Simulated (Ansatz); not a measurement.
Compare A (`O=CO[SiH2][SiH3]`) with its isomer B (`C1O[SiH2]O[SiH2]1`).

Gas-phase electronic energies from Ansatz, PBE0-D4/def2-TZVP geometries. CCSD(T)/CBS is the MP2 limit (def2-TZVPP, def2-QZVPP) plus CCSD(T) − MP2 in def2-TZVPP, frozen cores. DFT in def2-TZVPP. B3LYP here is the variant with VWN-RPA as its local correlation; programs differ in this. One conformer a species, not always the lowest.

Question: Which is lower in electronic energy at CCSD(T)/CBS, and by how much? (An estimate is asked.)

Answer: The calculation gave: B, by 235.8 kJ/mol.

Question: Give E(B) − E(A) in kJ/mol with PBE0-D4, MP2/def2-TZVPP, B3LYP, B2PLYP, r2SCAN-D4, LDA (SPW92), PBE-D4. (Estimate.)

Answer: Ansatz gave: PBE0-D4 -212.7, MP2/def2-TZVPP -242.0, B3LYP -210.6, B2PLYP -222.4, r2SCAN-D4 -216.1, LDA (SPW92) -213.2, PBE-D4 -188.4. None reverses the order clearly.

Largest T1 diagnostic: 0.016.

From r2SCAN to r2SCAN0 (25 % exact exchange), in def2-TZVPP and without D4, E(B) − E(A) moves by −15.4 kJ/mol. Leaving LDA and LC-ωPBE aside and taking each functional with its dispersion term where it has one, the values, not all of them listed here, spread over 53.0 kJ/mol, from BHLYP-D4 to revPBE-D4. LDA lies −26.4 kJ/mol from PBE without D4.
